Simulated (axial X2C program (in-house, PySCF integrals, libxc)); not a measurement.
**Nuclear properties of TaAs**

Computed with an in-house all-electron X2C program for linear molecules (integrals from PySCF): two-component X2C with atomic mean-field Coulomb and Gaunt terms, Gaussian nuclei, basis Ta dyall-cv3z, As dyall-cv3z with contracted cores.

R = 2.255 Å (near the PBE0 minimum at charge 0 of the determinant lowest at the starting distance; the state shown can have its own minimum elsewhere).

Input and command:
```json
{"zs": [73, 33], "q": 0, "bas": ["dyall-cv3z", "dyall-cv3z"], "r0": 2.67, "levels": ["PBE0", "HF", "PBE", "BP86", "PBE50"], "nst": 3}
```
```bash
python soeom.py task.json out
```

Keys: zs atomic numbers; q charge; bas basis sets; r0 starting distance in Å; levels methods; nst determinants followed.

Determinant lowest in the PBE0 search, Ω = 1 (⟨Sz⟩ = -0.99, ⟨Lz⟩ = 1.99 at PBE0), spin on the atoms Ta -1.29, As 0.31:

```json
{"level": "PBE0", "Eeff magnitude (GV/cm)": "24.3", "Ws magnitude Ta (kHz)": "21", "A∥/gI Ta (MHz)": "-2230", "qzz Ta (a.u.)": "-2.72", "A∥/gI As (MHz)": "-168", "qzz As (a.u.)": "-1.65", "μ (D)": "-4.49"}
{"level": "HF", "Eeff magnitude (GV/cm)": "36.8", "Ws magnitude Ta (kHz)": "32.8", "A∥/gI Ta (MHz)": "-2650", "qzz Ta (a.u.)": "-4.65", "A∥/gI As (MHz)": "-255", "qzz As (a.u.)": "-4.11", "μ (D)": "-4.93"}
{"level": "PBE", "Eeff magnitude (GV/cm)": "20.5", "Ws magnitude Ta (kHz)": "17.6", "A∥/gI Ta (MHz)": "-1940", "qzz Ta (a.u.)": "-3.11", "A∥/gI As (MHz)": "-128", "qzz As (a.u.)": "-1.33", "μ (D)": "-3.82"}
{"level": "BP86", "Eeff magnitude (GV/cm)": "20.3", "Ws magnitude Ta (kHz)": "17.3", "A∥/gI Ta (MHz)": "-2080", "qzz Ta (a.u.)": "-3.13", "A∥/gI As (MHz)": "-122", "qzz As (a.u.)": "-1.32", "μ (D)": "-3.75"}
{"level": "PBE50", "Eeff magnitude (GV/cm)": "28.4", "Ws magnitude Ta (kHz)": "24.7", "A∥/gI Ta (MHz)": "-2560", "qzz Ta (a.u.)": "-2.72", "A∥/gI As (MHz)": "-217", "qzz As (a.u.)": "-2.20", "μ (D)": "-5.06"}
```

Determinant 0.39 eV from it at PBE0 and this distance, Ω = 0 (closed shell), highest spinor 48% Ta d, 36% Ta s, 9% As p:

```
level  qzz Ta (a.u.)  qzz As (a.u.)  μ (D)
 PBE0          -8.75          -2.71  -3.46
   HF          -7.95          -2.94  -4.73
  PBE          -9.00          -2.56  -3.01
 BP86          -9.07          -2.55  -2.95
PBE50          -8.50          -2.85  -3.94
```

Eeff is the effective electric field on the electron electric dipole moment in this Ω state and Ws the scalar–pseudoscalar constant of the nucleus named (defined with the proton number Z and per Ω); A∥ (defined per Ω) follows by multiplying with gI = μI/(I μN); qzz is the electric field gradient, eQq0 = 234.96 MHz × Q/barn × qzz; μ is positive if the As end (last atom) is positive. The operators were transformed with the bare-nucleus X2C matrices; with these basis sets, hyperfine constants and field gradients can be off by tens of per cent, and where levels differ in sign neither size nor sign is settled.

Task: With gI(181Ta) = 0.6773, Q(181Ta) = 3.17 barn (g factors from the IAEA table of nuclear moments by Stone; Q from Pyykkö, Mol. Phys. 2018), turn the PBE0 values of the first state into constants in MHz.

Result: A∥(181Ta) = -2230 × 0.6773 = -1510 MHz; eQq0(181Ta) = 234.96 × (3.17) × (-2.72) = -2030 MHz.

Each state is one determinant with collinear spin, which with several unpaired electrons need not be a pure state. Unrestricted Hartree–Fock can overshoot spin polarisation at the nuclei. With several open shells hyperfine constants can be off by a factor of several. In the state Ω = 1 the atomic spins oppose each other (-1.29, 0.31): a broken-symmetry determinant whose values are not spin-projected. Open-shell Ω = 0 determinants with evenly filled partner blocks cannot be reached by this program, so the Ω shown need not be the lowest component. States lie within half an eV, so the first need not be the ground state. Further determinants of the search, some of them spin-mixed, are not shown. Where a field gradient or hyperfine factor spreads by more than a factor of two over the levels, a constant derived from it is not to be relied on. PBE0 term energies can be off by some tenths of an eV.
